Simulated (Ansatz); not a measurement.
Compare A (`CCB(S)Cl`) with its isomer B (`CC(Cl)BS`).

Program: Ansatz. Geometries: PBE0-D4/def2-TZVP. ΔE: electronic, gas phase. CCSD(T)/CBS is the MP2 limit (def2-TZVPP, def2-QZVPP) plus CCSD(T) − MP2 in def2-TZVPP, frozen cores. DFT in def2-TZVPP. B3LYP here is the variant with VWN-RPA as its local correlation; programs differ in this. Each species was taken in one conformer, which may not be the lowest.

(1) Which is lower in electronic energy at CCSD(T)/CBS, and by how much? (Estimate.)

(2) Give E(B) − E(A) in kcal/mol with ωB97M-V, B3LYP-D4, PBE-D4, CCSD/def2-TZVPP, CCSD(T)/def2-TZVPP, r2SCAN-D4, HF/def2-TZVPP. (Estimate.)

Largest T1 diagnostic: 0.012.

Results:

(1) Computed: A, by 33.7 kcal/mol.

(2) Ansatz gave: ωB97M-V 34.1, B3LYP-D4 33.2, PBE-D4 33.2, CCSD/def2-TZVPP 34.0, CCSD(T)/def2-TZVPP 33.7, r2SCAN-D4 34.4, HF/def2-TZVPP 34.6. None reverses the order clearly.

From PBE to PBE0 (25 % exact exchange), in def2-TZVPP and without D4, E(B) − E(A) moves by +1.0 kcal/mol.
